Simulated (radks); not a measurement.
The mean radii <r> (bohr) of the occupied orbitals of an atom or ion are listed with their occupations. All-electron calculation, scalar-relativistic Kohn-Sham, PBE, spin-polarised, spherical densities, finite nucleus; Fermi nuclear charge, rms radius of each element as measured or else 0.836 A^(1/3) + 0.57 fm. Program: a radial shooting solver on a logarithmic mesh with Libxc functionals.

orbital  occ.      <r>
1s          2  0.02273
2s          2  0.09548
2p          6  0.08385
3s          2   0.2289

Name the element and its charge. Open shells, if any, are filled with parallel spins first.

Answer. Z = 62, samarium, charge +50: Sm50+ in [Ne] 3s2. The 1s radius gives Z: for a bare nucleus <r> = (2 gamma + 1)/(2Z) with gamma = sqrt(1 - (Z/c)^2), 0.02245 bohr for Z = 62, and screening makes it slightly larger (0.02273 here). The occupations add up to 12, and the charge is Z minus that.
